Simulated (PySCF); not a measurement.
SMILES F[Si](F)(F)O[SiH2]O[SiH3] (H₅F₃O₂Si₃), PBE0/def2-SVP optimised geometry.

```
13

Si     0.36    -1.66     0.00
O     -0.21    -0.10     0.00
Si    -0.42     1.44     0.50
O      0.47     1.71     1.89
Si     1.29     1.12     3.14
F      0.44     1.20     4.48
F      1.67    -0.41     2.89
F      2.64     1.93     3.37
H     -0.14    -2.33    -1.24
H      1.85    -1.66     0.00
H     -0.15    -2.39     1.20
H     -1.85     1.68     0.83
H      0.09     2.39    -0.53
```

Density from PySCF with PBE0/def2-TZVP at that geometry.

Minimum of the electron density along straight lines between bonded atoms, close to the bond critical point (lines longer than 1.1 times the sum of covalent radii, or with two minima, are not listed):

```json
[
 {"bond": "Si1–O2", "length / Å": "1.664", "ρ at the minimum / e bohr⁻³": "0.125", "∇²ρ there / e bohr⁻⁵": "0.78", "position (fraction from the first atom)": "0.41"},
 {"bond": "O2–Si3", "length / Å": "1.635", "ρ at the minimum / e bohr⁻³": "0.136", "∇²ρ there / e bohr⁻⁵": "0.87", "position (fraction from the first atom)": "0.59"},
 {"bond": "Si3–O4", "length / Å": "1.673", "ρ at the minimum / e bohr⁻³": "0.123", "∇²ρ there / e bohr⁻⁵": "0.75", "position (fraction from the first atom)": "0.41"},
 {"bond": "O4–Si5", "length / Å": "1.605", "ρ at the minimum / e bohr⁻³": "0.150", "∇²ρ there / e bohr⁻⁵": "0.97", "position (fraction from the first atom)": "0.59"},
 {"bond": "Si5–F6", "length / Å": "1.594", "ρ at the minimum / e bohr⁻³": "0.144", "∇²ρ there / e bohr⁻⁵": "1.00", "position (fraction from the first atom)": "0.42"},
 {"bond": "Si5–F7", "length / Å": "1.600", "ρ at the minimum / e bohr⁻³": "0.141", "∇²ρ there / e bohr⁻⁵": "0.99", "position (fraction from the first atom)": "0.42"},
 {"bond": "Si5–F8", "length / Å": "1.592", "ρ at the minimum / e bohr⁻³": "0.144", "∇²ρ there / e bohr⁻⁵": "1.00", "position (fraction from the first atom)": "0.42"},
 {"bond": "Si1–H9", "length / Å": "1.490", "ρ at the minimum / e bohr⁻³": "0.123", "∇²ρ there / e bohr⁻⁵": "0.14", "position (fraction from the first atom)": "0.49"},
 {"bond": "Si1–H10", "length / Å": "1.491", "ρ at the minimum / e bohr⁻³": "0.123", "∇²ρ there / e bohr⁻⁵": "0.14", "position (fraction from the first atom)": "0.49"},
 {"bond": "Si1–H11", "length / Å": "1.491", "ρ at the minimum / e bohr⁻³": "0.123", "∇²ρ there / e bohr⁻⁵": "0.14", "position (fraction from the first atom)": "0.49"},
 {"bond": "Si3–H12", "length / Å": "1.484", "ρ at the minimum / e bohr⁻³": "0.127", "∇²ρ there / e bohr⁻⁵": "0.13", "position (fraction from the first atom)": "0.49"},
 {"bond": "Si3–H13", "length / Å": "1.483", "ρ at the minimum / e bohr⁻³": "0.127", "∇²ρ there / e bohr⁻⁵": "0.13", "position (fraction from the first atom)": "0.49"}
]
```
